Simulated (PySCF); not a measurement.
# Calculated NMR parameters of C=C[Si@H](Cl)C1=C(Cl)CC1

```yaml
Formula: C6H8Cl2Si
SMILES: C=C[Si@H](Cl)C1=C(Cl)CC1
InChI: InChI=1S/C6H8Cl2Si/c1-2-9(8)6-4-3-5(6)7/h2,9H,1,3-4H2/t9-/m0/s1
Point_group_of_the_computed_structure: C1
Degrees_of_unsaturation: 3
Carbon_signals: 6
Proton_signals: 8
```

Numbering as in the mapped SMILES `[CH2:1]=[CH:2][Si@H:3]([Cl:4])[C:5]1=[C:6]([Cl:7])[CH2:8][CH2:9]1`; H(Xn) means a hydrogen on atom n. Ha(C1) is cis to Si3; Ha(C8), Ha(C9) are pro-R; Hb(C8), Hb(C9) are pro-S; Hb(C1) is trans to Si3.

Isolated molecule, relativity neglected, one computed conformer. Geometry from GFN2-xTB; NMR shieldings at PBE0/pcSseg-1/GIAO; PySCF 2.14.0 with density-fitted response routines.

Chemical shifts δ = σref − σ; TMS for ¹H and ¹³C and ²⁹Si, all at this level.

| carbon | δC, type | δH (multiplicity) | HMBC from (2–3 bonds) | span of the C tensor (ppm) |
| --- | --- | --- | --- | --- |
| C1 | 144.2, CH2 | Hb(C1) 6.56 (m); Ha(C1) 6.21 (m) | H(C2), H(Si3) | 252 |
| C2 | 142.6, CH | 6.37 (m) | Hb(C1), Ha(C1), H(Si3) | 231 |
| C5 | 150.9, C | – | H(C2), H(Si3), Ha(C8), Hb(C8), Hb(C9), Ha(C9) | 196 |
| C6 | 158.2, C | – | H(Si3), Ha(C8), Hb(C8), Hb(C9), Ha(C9) | 201 |
| C8 | 41.1, CH2 | Hb(C8) 2.92 (m); Ha(C8) 2.94 (m) | Hb(C9), Ha(C9) | 28 |
| C9 | 28.9, CH2 | Ha(C9) 2.50 (m); Hb(C9) 2.63 (m) | H(Si3), Ha(C8), Hb(C8) | 31 |

Other nuclei:
```
 atoms  nucleus                              environment  δ (ppm)  σ (ppm)
H(Si3)       ¹H  hydrogen on a silicon bonded to 2 C, Cl     5.74    25.98
   Si3     ²⁹Si             silicon bonded to 2 C, Cl, H    -23.4    372.5
```

- Carbon types of the structure: 2 × C, 1 × CH, 3 × CH2, leaving 1 H on heteroatoms.
- δC 158.2, 150.9: fully substituted alkene carbon; an sp2 carbon of a C=C bond.
- δC 144.2: terminal =CH2 carbon; as expected for a trigonal carbon in a double bond.
- δC 142.6: alkene CH; as expected for a trigonal carbon in a double bond.
- δH 6.56, 6.21: hydrogen on a terminal =CH2 carbon; a vinylic proton, deshielded by the sp2 carbon and the C=C anisotropy.
- δH 6.37: hydrogen on an alkene CH; olefinic region.

Carbons that carry Cl, above all several Cl atoms, come out too deshielded, partly because spin–orbit coupling is missing. Shifts are as computed. Against solution values, carbons near 30 ppm lie about +3 ppm off and those near 130 ppm about +5 ppm; carbons on Cl a further +6 ppm. Of 1211 compounds with measured shifts, 218 miss one by over three times the rms of a fit or turn the order of signals round; such compounds aren't used in these exercises. No couplings were computed; multiplicities are counted from neighbouring protons, with m where these are inequivalent, close in shift, in a saturated or five-membered ring or joined by F or P, and br s for small geminal =CH2 splittings.
